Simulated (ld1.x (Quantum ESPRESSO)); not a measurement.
**What one change does to a pseudopotential (Cl (Z = 17), ultrasoft)**

chlorine (Cl), ultrasoft, made with ld1.x (Quantum ESPRESSO) 7.5 (PBEsol, scalar-relativistic). Core [Ne], reference 3s2 3p4.75 (charge +0.25). Waves: 3s (bound): rcut 0.90, rcutus 1.10 bohr; 3s channel at -0.15 Ry: rcut 0.90, rcutus 1.10 bohr; 3p (bound): rcut 0.75, rcutus 1.00 bohr; 3p channel at 0.1 Ry: rcut 0.75, rcutus 1.00 bohr. Local part: all-electron potential smoothed inside 0.95 bohr (lloc = -1). Core correction: a·sin(br)/r model core inside 0.65 bohr. Augmentation charge: built from norm-conserving waves at rcut, not smoothed further.

Change: waves 3s (bound): rcut 0.90, rcutus 1.32 bohr; 3s channel at -0.15 Ry: rcut 0.90, rcutus 1.32 bohr.

Cutoffs: the cutoffs (Ry, on a coarse ladder) from which the occupation-weighted sum of valence levels, in a spherical-Bessel basis at the reference potential, stays within 10 and 1 mRy of its value at 400 Ry; they do not see the model core or the augmentation charge, which bear on the density cutoff. Errors are all-electron minus pseudo energies relative to the spin-unpolarised reference configuration.

Q: How do hardness, ghosts and transferability respond?

A: The potential gets neither clearly harder nor softer (55 Ry and 100 Ry → 55 Ry and 90 Ry); the bound ghosts move from p, s to p; the errors of the 7 common tests hardly move.

```tsv
quantity	base	changed
cutoff, loose	55 Ry	55 Ry
cutoff, tight	100 Ry	90 Ry
loose cutoff by channel (10 mRy a level)	s 35 Ry, p 50 Ry	s 18 Ry, p 50 Ry
bound ghosts	s, p	p
error for 3s2 3p5, meV [ΔE -2.46 eV]	+0.1	+0.1
error for 3s2 3p4, meV [ΔE 11.38 eV]	-1.7	-1.6
error for 3s2 3p3, meV [ΔE 36.78 eV]	-11	-10
error for 3s1 3p6, meV [ΔE 9.66 eV]	-1.4	-1.3
error for 3s2 3p1, meV [ΔE 127.23 eV]	-96	-85
error for 3s2 3p5.3, meV [ΔE -4.58 eV]	+0.1	+0.2
error for 3s1 3p5, meV [ΔE 24.05 eV]	-0.3	-0.2
lowest overlap eigenvalue by channel	s 0.64, p 1.00	s 0.44, p 1.00
```

 A true bound ghost makes a file unfit for plane-wave use even where its test errors are small: the radial tests pick states by their node count and pass the ghost by.
